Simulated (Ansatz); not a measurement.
```yaml
crystal:
  periodic: [false, false, false]
  atoms:
    - {symbol: O, position_ang: [-1.670731, 1.882308, 1.054389]}
    - {symbol: C, position_ang: [-1.017553, 1.143835, 0.640282]}
    - {symbol: N, position_ang: [-0.345366, 0.383536, 0.213977]}
    - {symbol: Al, position_ang: [0.637342, -0.721375, -0.406289]}
    - {symbol: Cl, position_ang: [-0.071399, -2.368177, -1.043076]}
    - {symbol: Cl, position_ang: [2.506440, -0.379007, -0.501787]}
basis:
  gaussian: {orbitals: def2-mTZVP, final_grid: {core_spheres: 1, valence_spheres: 1, degree: 1}}
magnetization: {spin_polarized: true, initial_magnetization: 0}
hamiltonian: {xc: {name: wB97M-V}}
output: {forces: true}
```

```sh
$ ansatz run in.yaml --threads 4 --pin off --events-out ev --progress --plain --max-ram 10444MiB
```

Output, abridged:

```
Functional definition: wB97M-V
1102 factors; integrals over basis functions are off by at most 1.2e-3 eV
275 factors; integrals over basis functions are off by at most 1.4e-5 eV
mean field evaluation 1: about -36213.5422 eV, gradient 4.0e1 eV
mean field evaluation 2: about -36215.4162 eV, gradient 3.3e1 eV
mean field evaluation 4: about -36218.7048 eV, gradient 1.0e0 eV
mean field evaluation 8: about -36225.4576 eV, gradient 1.4e1 eV
mean field evaluation 16: about -36228.0362 eV, gradient 2.0e-1 eV
mean field -36228.03749600 eV, -1331.3558217323 hartree, gradient 7.5e-5 eV, S^2 0.000000; 0 other end points of the search recorded, 0 dependent functions left out
reference -36228.03766227 eV, -1331.3558278424 hartree; 34, 34 occupied and 94, 94 virtual orbitals, 1102 factors
Total energy: -36228.03766227 eV, -1331.3558278424 hartree
Atom 0 at    -1.670731     1.882308     1.054389 Å, force   -17.601012    19.838087    11.131111 eV/Å
Atom 1 at    -1.017553     1.143835     0.640282 Å, force    -3.486377     3.837519     2.163741 eV/Å
Atom 2 at    -0.345366     0.383536     0.213977 Å, force    45.608315   -50.908773   -28.621528 eV/Å
Atom 3 at     0.637342    -0.721375    -0.406289 Å, force   -27.670792    30.544360    17.212514 eV/Å
Atom 4 at    -0.071399    -2.368177    -1.043076 Å, force     2.437122    -1.005626    -0.768680 eV/Å
Atom 5 at     2.506440    -0.379007    -0.501787 Å, force     0.712744    -2.305567    -1.117158 eV/Å
Dipole moment:     0.518961    -0.588190    -0.329640 e Å
```

(1) What is wrong with this run?

## Answers

(1) The integration grid is far too coarse. Self-consistency was reached. The result belongs to that input, not to the molecule as meant.
